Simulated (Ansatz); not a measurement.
Job for Ansatz (an electronic-structure program): R-HF/def2-TZVPP on BH4 (SMILES [BH4-]). Charge -1.

Ansatz 0.2 input:
```yaml
crystal:
  periodic: [false, false, false]
  atoms:
    - {symbol: B, position_ang: [0.00000000, 0.00000000, -0.00000000]}
    - {symbol: H, position_ang: [-0.78921118, -0.82683563, -0.47121582]}
    - {symbol: H, position_ang: [0.16366126, -0.22636573, 1.20437924]}
    - {symbol: H, position_ang: [-0.45948754, 1.13838465, -0.14665398]}
    - {symbol: H, position_ang: [1.08503746, -0.08518329, -0.58650943]}
basis:
  gaussian:
    orbitals: def2-TZVPP
hamiltonian:
  xc: {name: HF}
total_charge: -1
accuracy: high
relax: {f_tol: 0.0005, max_steps: 60}
scf: {lower_state_search: off}
output: {forces: true}
```

What total energy does the run end on?

-26.9871 hartree.

How many basis functions does it have, and what does it roughly cost on one machine?

87 functions; about 7 core-seconds (a rough figure).
